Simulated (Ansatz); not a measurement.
Consider the atomization: `CC#C[S][GeH3]` → 3 C• + Ge• + 6 H• + S•.

Gas-phase electronic energies from Ansatz, PBE0-D4/def2-TZVP geometries. CCSD(T)/CBS adds triple-zeta CCSD(T) − MP2 to the extrapolated MP2 energy (def2 sets, frozen cores). This one scheme is used for every species, atoms too. DFT in def2-TZVPP. No spin–orbit coupling; open shells (•) take unrestricted orbitals. Spin–orbit coupling would lower the free atoms: a little for C, S; clearly for Ge. Bonds to Ge are less sure, by a few kJ/mol each and by 10 to 20 or more in all where they break to atoms, as the def2 sets lack core-valence functions. Scalar relativity is left out up to krypton.

```tsv
level	ΔE (kJ/mol)
r2SCAN-D4	4032.7
PBE0-D4	4035.1
ωB97M-V	4011.6
PBE	4082.2
HF/def2-TZVPP	2899.3
SCS-MP2/def2-TZVPP	3956.7
CCSD/def2-TZVPP	3843.0
SCS-MP2/def2-QZVPP	4019.9
```

Question: What does CCSD(T)/CBS give? (Estimate.)

Answer: Ansatz gave: +4008.1 kJ/mol. The listed levels differ from it by 24.6, 27.0, 3.5, 74.1, -1108.8, -51.4, -165.1, 11.8 kJ/mol.

Largest T1 diagnostic among the species: 0.012.

From PBE to PBE0 (25 % exact exchange), in def2-TZVPP and without D4, ΔE moves by −67.5 kJ/mol: exact exchange takes away binding that semilocal exchange gives to molecules. In def2-TZVPP, CCSD(T) changes the Hartree–Fock value by +1014.9 kJ/mol (the triples alone add +71.3 kJ/mol) and MP2 by +1082.0 kJ/mol; breaking electron pairs costs correlation energy, which Hartree–Fock lacks. The D4 term adds +38.6 kJ/mol with B3LYP and +20.4 kJ/mol with PBE0; it sums over pairs of atoms, weighted by their polarisabilities, and B3LYP, whose exchange is more repulsive, gets the larger term.

B3LYP here is the variant with VWN-RPA as its local correlation; programs differ in this.

For atomizations the MP2-based limit and the directly extrapolated one differ by several kJ/mol either way, and by 10 to 25 for some Ge, Se and Sn compounds, so smaller differences from it don't rank the levels.
